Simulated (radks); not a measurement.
Q: Excited configurations of I2+: one electron is placed in a higher orbital outside [Kr] 4d10 5s2 5p2. The ground configuration is [Kr] 4d10 5s2 5p3. Method: Dirac Kohn-Sham, PBEsol, spin-unpolarised, spherical densities, point nucleus; open shells are shared between the two j in proportion to 2j + 1; computed with a radial shooting solver on a logarithmic mesh with Libxc functionals. Excitation = E - E(ground); binding = E(ion) - E, where the ion is the core of charge +3; n* = 3/sqrt(2 binding) in atomic units, and the quantum defect is n - n*. Eigenvalue and <r> are those of j = l + 1/2.

outer orbital  excitation (eV)  binding (eV)     n*  quantum defect  eigenvalue (eV)  <r> (bohr)
4f                      19.783         9.637  3.565           0.435           -6.673       3.710
5d                      13.878        15.543  2.807           2.193          -12.140       3.193
5f                      22.813         6.608  4.305           0.695           -5.296       7.218
6s                      14.318        15.103  2.847           3.153          -12.811       4.196
6p                      17.314        12.106  3.180           2.820          -10.138       4.983
6f                      24.883         4.538  5.195           0.805           -3.777       11.69
7d                      24.145         5.276  4.818           2.182           -4.488       11.02

Estimate the row for 7p.

A: excitation (eV) 22.322; binding (eV) 7.099; n* 4.153; quantum defect 2.847; eigenvalue (eV) -6.015; <r> (bohr) 8.636. The Delta-SCF ionisation energy is 29.420 eV (NIST Atomic Spectra Database: 29.57 eV, measured). Self-interaction in the functional shifts the binding energies and quantum defects, so they are the method's values and not measured ones. Spin polarisation and multiplet splitting are left out, so open shells lie too high by an amount that depends on their filling. Sharing an open shell by 2j + 1 raises it above the true ground level by a part of the spin-orbit splitting, which enters the differences from NIST.

Beside tabulated values, note that spin-unpolarised runs miss the spin-polarisation part of the exchange energy of open shells.
